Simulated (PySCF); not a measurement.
**Working with the constants of ReC**

ROHF-CCSD(T) constants of ReC, ⁴Σ⁻ (quartet), unpaired electrons σ ↑, δ ↑↑ (Re def2-TZVPP with ECP60, C def2-TZVPP; scalar-relativistic core potentials (PySCF 2.14); masses 186.9558 and 12.0000 u):

- ωe: 998.0 cm⁻¹
- ωexe: 4.58 cm⁻¹
- Be: 0.51063 cm⁻¹
- αe: 0.00322 cm⁻¹
- D (centrifugal): 5.35e-07 cm⁻¹
- De to Re (5d5 6s2) + C: 5.37 eV

**Question.** Give the vibrational terms G(v) and spacings up to v = 6.

**Answer.** G(v) = ωe(v+½) − ωexe(v+½)².

| v | G(v) (cm⁻¹) | G(v) − G(v−1) | Bv (cm⁻¹) |
| --- | --- | --- | --- |
| 0 | 497.9 |  | 0.5090 |
| 1 | 1486.7 | 988.8 | 0.5058 |
| 2 | 2466.4 | 979.7 | 0.5026 |
| 3 | 3436.9 | 970.5 | 0.4994 |
| 4 | 4398.3 | 961.4 | 0.4961 |
| 5 | 5350.5 | 952.2 | 0.4929 |
| 6 | 6293.5 | 943.0 | 0.4897 |

**Question.** How well does the Morse estimate ωe²/(4ωexe) reproduce De, and what is D0?

**Answer.** It gives 6.74 eV, 126 % of the computed De. D0 = De − G(0) = 5.37 − 0.06 = 5.31 eV.

Correlated steps freeze 1 core orbital. Spin–orbit coupling is left out, which matters for elements this heavy, above all for dissociation energies. The state is the lowest single determinant that the PBE0 search found; with open d or f shells the true ground state can be another one.
